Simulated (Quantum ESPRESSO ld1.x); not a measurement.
The numbers below are computed, except where a source is named.
Problem. The nickel ion Ni14+, configuration [Ne] 3s2 3p2. Level of theory: scalar-relativistic Kohn-Sham, LDA (Slater exchange, VWN5 correlation), spin-polarised, spherical densities, point nucleus; open shells are filled with parallel spins first (ld1.x of Quantum ESPRESSO 7.5). Some entries of the table are withheld. Estimate them.

orbital,occ.,eigenvalue (hartree),<r> (bohr)
1s up,1,-318.1909,0.05417
1s down,1,-318.1218,0.05417
2s up,1,-52.5290,0.2433
2s down,1,-52.4600,0.2430
2p up,3,-47.6595,0.2132
2p down,3,-47.5769,0.2130
3s up,1,-17.8320,0.6329
3s down,1,-17.5759,0.6347
3p up,2,-16.3333,(1)
3p down,0,-16.0788,(2)
3d up,0,-14.1232,0.5805
3d down,0,-13.8924,0.5809
4s up,0,(3),1.237
4s down,0,(4),1.247

Solution. 
(1) 3p up <r> (bohr): 0.6261
(2) 3p down <r> (bohr): 0.6282
(3) 4s up eigenvalue (hartree): -8.6654
(4) 4s down eigenvalue (hartree): -8.5814
